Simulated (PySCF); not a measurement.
Spinor energies of Sn (tin, neutral)

Start: [Kr] 4d10 5s1 5p3; 5s1/2 filled at m_j = +1/2; 5p3/2 filled at m_j = -1/2, +1/2, +3/2. Calculated with PySCF 2.14 in x2c-SVPall-2c with one added diffuse shell each of s, p type (7s9p4d, 54 functions): generalised Hartree-Fock with the X2C-1e Hamiltonian and a Gaussian nucleus; one run each with spin-orbit coupling (SO) switched off, then screened by Boettger's factors. This is a chosen level, not necessarily the ground level.

```json
{"spinor shell": "1s1/2", "electrons": "2", "ε, spin-free (eV)": "-29343.2", "ε, screened SO (eV)": "-29340.5", "weight of nominal j (screened SO)": "1.000", "rms radius, screened SO (bohr)": "0.0333"}
{"spinor shell": "2s1/2", "electrons": "2", "ε, spin-free (eV)": "-4522.3", "ε, screened SO (eV)": "-4521.5", "weight of nominal j (screened SO)": "1.000", "rms radius, screened SO (bohr)": "0.136"}
{"spinor shell": "2p1/2", "electrons": "2", "ε, spin-free (eV)": "-4053.9", "ε, screened SO (eV)": "-4214.0", "weight of nominal j (screened SO)": "1.000", "rms radius, screened SO (bohr)": "0.118"}
{"spinor shell": "2p3/2", "electrons": "4", "ε, spin-free (eV)": "-4053.9", "ε, screened SO (eV)": "-3980.7", "weight of nominal j (screened SO)": "1.000", "rms radius, screened SO (bohr)": "0.123"}
{"spinor shell": "3s1/2", "electrons": "2", "ε, spin-free (eV)": "-913.11", "ε, screened SO (eV)": "-912.89", "weight of nominal j (screened SO)": "1.000", "rms radius, screened SO (bohr)": "0.361"}
{"spinor shell": "3p1/2", "electrons": "2", "ε, spin-free (eV)": "-756.06", "ε, screened SO (eV)": "-786.17", "weight of nominal j (screened SO)": "1.000", "rms radius, screened SO (bohr)": "0.354"}
{"spinor shell": "3p3/2", "electrons": "4", "ε, spin-free (eV)": "-756.06", "ε, screened SO (eV)": "-742.17", "weight of nominal j (screened SO)": "1.000", "rms radius, screened SO (bohr)": "0.366"}
{"spinor shell": "3d3/2", "electrons": "4", "ε, spin-free (eV)": "-514.58", "ε, screened SO (eV)": "-519.72", "weight of nominal j (screened SO)": "1.000", "rms radius, screened SO (bohr)": "0.340"}
{"spinor shell": "3d5/2", "electrons": "6", "ε, spin-free (eV)": "-514.58", "ε, screened SO (eV)": "-510.93", "weight of nominal j (screened SO)": "1.000", "rms radius, screened SO (bohr)": "0.343"}
{"spinor shell": "4s1/2", "electrons": "2", "ε, spin-free (eV)": "-161.00", "ε, screened SO (eV)": "-160.94", "weight of nominal j (screened SO)": "1.000", "rms radius, screened SO (bohr)": "0.873"}
{"spinor shell": "4p1/2", "electrons": "2", "ε, spin-free (eV)": "-111.20", "ε, screened SO (eV)": "-116.59", "weight of nominal j (screened SO)": "0.999", "rms radius, screened SO (bohr)": "0.931"}
{"spinor shell": "4p3/2", "electrons": "4", "ε, spin-free (eV)": "-111.20", "ε, screened SO (eV)": "-108.68", "weight of nominal j (screened SO)": "0.999", "rms radius, screened SO (bohr)": "0.957"}
{"spinor shell": "4d3/2", "electrons": "4", "ε, spin-free (eV)": "-36.550", "ε, screened SO (eV)": "-37.225", "weight of nominal j (screened SO)": "0.940", "rms radius, screened SO (bohr)": "1.19"}
{"spinor shell": "4d5/2", "electrons": "6", "ε, spin-free (eV)": "-36.550", "ε, screened SO (eV)": "-36.041", "weight of nominal j (screened SO)": "0.960", "rms radius, screened SO (bohr)": "1.19"}
{"spinor shell": "5s1/2", "electrons": "1", "ε, spin-free (eV)": "-18.347", "ε, screened SO (eV)": "-18.327", "weight of nominal j (screened SO)": "1.000", "rms radius, screened SO (bohr)": "2.62"}
{"spinor shell": "5p3/2", "electrons": "3", "ε, spin-free (eV)": "-8.559", "ε, screened SO (eV)": "-8.564", "weight of nominal j (screened SO)": "0.637", "rms radius, screened SO (bohr)": "3.28"}
```

| quantity | spin-free | screened SO |
| --- | --- | --- |
| E (hartree) | -6172.30774 | -6173.73701 |
| M_J | 2 | 2 |
| ⟨J²⟩ | 6.005 | 6.005 |
| ⟨L²⟩ | 0.000 | 0.026 |
| ⟨S²⟩ | 6.005 | 5.999 |

Each row is a mean over spinors that exchange with the open shell spreads, by up to 0.765 eV (4s1/2).

Rows whose weight is well below 1 are mixtures of j = l ± 1/2: exchange outweighs spin-orbit coupling there, and the label is only the starting occupation.

Breit and QED terms are absent; they matter most for the inner s and p1/2 levels.

Densities and radii are taken from the X2C orbitals without a picture-change correction, which distorts them close to the nucleus.

Without spin-orbit coupling the j labels of p, d and f shells carry no meaning; the spin-free column gives the mean over the occupied spinors of each nl shell.
